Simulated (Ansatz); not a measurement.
Nudged elastic band run: ClFHNSi

Input:

```yaml
crystal:
  periodic: [false, false, false]
  atoms:
    - { symbol: "N", position_ang: [-0.126828, 1.291923, -0.144045] }
    - { symbol: Si, position_ang: [-0.052537, -0.304661, 0.0033] }
    - { symbol: F, position_ang: [1.10304, -1.342864, 0.501356] }
    - { symbol: Cl, position_ang: [-1.651462, -1.452974, -0.487901] }
    - { symbol: H, position_ang: [0.727797, 1.808586, 0.12729] }
basis:
  gaussian: { orbitals: cc-pVDZ }
hamiltonian:
  xc: lda
neb:
  order_check: false
  images: 9
  f_tol: 0.05
  max_iterations: 60
  initial_path: idpp
  final_atoms:
    - { symbol: "N", position_ang: [0.61009877, 1.19233379, 0.13063384] }
    - { symbol: Si, position_ang: [0.07521821, -0.32110854, 0.0515044] }
    - { symbol: F, position_ang: [1.05836514, -1.52902075, 0.49877545] }
    - { symbol: Cl, position_ang: [-1.6652165, -1.2456988, -0.50861635] }
    - { symbol: H, position_ang: [-0.07845562, 1.90350431, -0.17229735] }
```

Run as:

```bash
$ ansatz run input.yaml --threads 1 --pin off --max-ram 2048MiB --backend cpu --events-out ev --progress --plain --runs-dir out
```

Output, in part (warnings, iteration lines, the closing report on the highest movable image, with atoms numbered from 0):

```
NEB end point (image 0): max|allowed force component| = 1.021e-2 eV/Å (the criterion of neb.relax_end_points is 1.000e-2)
NEB end point (image 10): max|allowed force component| = 5.913e-3 eV/Å (the criterion of neb.relax_end_points is 1.000e-2)
NEB iter   1: max|band force component| = 1.092e0 eV/Å  barrier→ = 0.3783 eV  barrier← = 0.3819 eV  Δτ_max = 0.0708 Å  (291 SCF iters)
NEB iter   2: max|band force component| = 4.563e-1 eV/Å  barrier→ = 0.3234 eV  barrier← = 0.3271 eV  CI = image 5  Δτ_max = 0.0341 Å  (256 SCF iters)
NEB iter   3: max|band force component| = 1.862e-1 eV/Å  barrier→ = 0.3149 eV  barrier← = 0.3185 eV  CI = image 5  Δτ_max = 0.0555 Å  (251 SCF iters)
NEB iter   4: max|band force component| = 2.369e-1 eV/Å  barrier→ = 0.3219 eV  barrier← = 0.3256 eV  CI = image 5  Δτ_max = 0.0279 Å  (257 SCF iters)
NEB iter   5: max|band force component| = 1.772e-1 eV/Å  barrier→ = 0.3154 eV  barrier← = 0.3190 eV  CI = image 5  Δτ_max = 0.0196 Å  (251 SCF iters)
NEB iter   6: max|band force component| = 1.022e-1 eV/Å  barrier→ = 0.3140 eV  barrier← = 0.3176 eV  CI = image 5  Δτ_max = 0.0037 Å  (236 SCF iters)
NEB iter   7: max|band force component| = 5.289e-2 eV/Å  barrier→ = 0.3139 eV  barrier← = 0.3176 eV  CI = image 5  Δτ_max = 0.0032 Å  (201 SCF iters)
NEB iter   8: max|band force component| = 1.951e-2 eV/Å  barrier→ = 0.3139 eV  barrier← = 0.3176 eV  CI = image 5  Δτ_max = 0.0000 Å  (433 SCF iters)
Total energy: -24523.52106741 eV, -901.2227765878 hartree
Atom 0 at     0.338418     1.130093     0.036383 Å, force     0.018031    -0.000954     0.006556 eV/Å
Atom 1 at    -0.033771    -0.366722     0.015651 Å, force     0.001118    -0.009185     0.001439 eV/Å
Atom 2 at     0.908078    -1.618488     0.451170 Å, force    -0.005659     0.007433    -0.002739 eV/Å
Atom 3 at    -1.776125    -1.259254    -0.547454 Å, force    -0.002049     0.000317    -0.000861 eV/Å
Atom 4 at     0.563411     2.114381     0.044250 Å, force    -0.011440     0.002388    -0.004394 eV/Å
Dipole moment:    -0.062694     0.136421    -0.032580 e Å
```

The run converged. A vibrational analysis at the climbing image gives 2 clearly imaginary modes (530i, 66i cm⁻¹): a point of higher order, so a lower path passes nearby.

Final band (atoms are numbered from 1 in the order of the input):

```tsv
image	path coordinate (Å)	energy (eV)	angle H5–N1–Si2 (°)
0	0.00	0.00	116
1	0.15	0.02	124
2	0.30	0.08	134
3	0.45	0.17	148
4	0.60	0.27	164
5	0.75	0.31	179
6	0.91	0.27	162
7	1.06	0.16	146
8	1.22	0.07	131
9	1.37	0.01	121
10	1.52	0.00	114
```

The run took 51 s on 1 thread of Intel(R) Xeon(R) 6975P-C (Granite Rapids), with other jobs on the host, peak memory 0.12 GiB.
